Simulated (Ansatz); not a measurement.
Gas-phase electronic energies from Ansatz, PBE0-D4/def2-TZVP geometries. CBS: MP2 limit from def2 TZ/QZ plus the TZ coupled-cluster correction, frozen cores. This one scheme is used for every species. DFT in def2-TZVPP. B3LYP here is the variant with VWN-RPA as its local correlation; programs differ in this. For Ga outer-core shells are correlated without core-valence functions, which leaves a few kJ/mol of doubt a bond. Scalar relativity is left out up to krypton. Each species was taken in one conformer, which may not be the lowest.

`C[CH](F)[GaH][NH2]` + H₂ → `C[CH2][GaH][NH2]` + H–F  (hydrogenolysis of a C–F bond)

```json
{"level": "PBE-D4", "ΔE (kJ/mol)": "-97.9", "difference from CCSD(T)/CBS": "17.0"}
{"level": "r2SCAN-D4", "ΔE (kJ/mol)": "-97.5", "difference from CCSD(T)/CBS": "17.4"}
{"level": "PBE0-D4", "ΔE (kJ/mol)": "-108.0", "difference from CCSD(T)/CBS": "6.9"}
{"level": "ωB97M-V", "ΔE (kJ/mol)": "-102.6", "difference from CCSD(T)/CBS": "12.3"}
{"level": "B2PLYP", "ΔE (kJ/mol)": "-106.0", "difference from CCSD(T)/CBS": "8.9"}
{"level": "PBE0", "ΔE (kJ/mol)": "-108.6", "difference from CCSD(T)/CBS": "6.3"}
{"level": "B3LYP", "ΔE (kJ/mol)": "-99.8", "difference from CCSD(T)/CBS": "15.1"}
{"level": "HF/def2-TZVPP", "ΔE (kJ/mol)": "-111.1", "difference from CCSD(T)/CBS": "3.8"}
{"level": "MP2/def2-TZVPP", "ΔE (kJ/mol)": "-120.4", "difference from CCSD(T)/CBS": "-5.5"}
{"level": "CCSD/def2-TZVPP", "ΔE (kJ/mol)": "-115.0", "difference from CCSD(T)/CBS": "-0.1"}
{"level": "CCSD(T)/def2-TZVPP", "ΔE (kJ/mol)": "-112.5", "difference from CCSD(T)/CBS": "2.4"}
{"level": "MP2/def2-QZVPP", "ΔE (kJ/mol)": "-121.9", "difference from CCSD(T)/CBS": "-7.0"}
{"level": "SCS-MP2/def2-QZVPP", "ΔE (kJ/mol)": "-115.9", "difference from CCSD(T)/CBS": "-1.0"}
{"level": "HF/CBS(def2)", "ΔE (kJ/mol)": "-111.4", "difference from CCSD(T)/CBS": "3.5"}
{"level": "MP2/CBS(def2)", "ΔE (kJ/mol)": "-122.8", "difference from CCSD(T)/CBS": "-7.9"}
{"level": "CCSD/CBS(def2)", "ΔE (kJ/mol)": "-117.4", "difference from CCSD(T)/CBS": "-2.5"}
{"level": "CCSD(T)/CBS", "ΔE (kJ/mol)": "-114.9", "difference from CCSD(T)/CBS": "0"}
```

Largest T1 diagnostic among the species: 0.013.

From PBE to PBE0 (25 % exact exchange), in def2-TZVPP and without D4, ΔE moves by −10.1 kJ/mol.
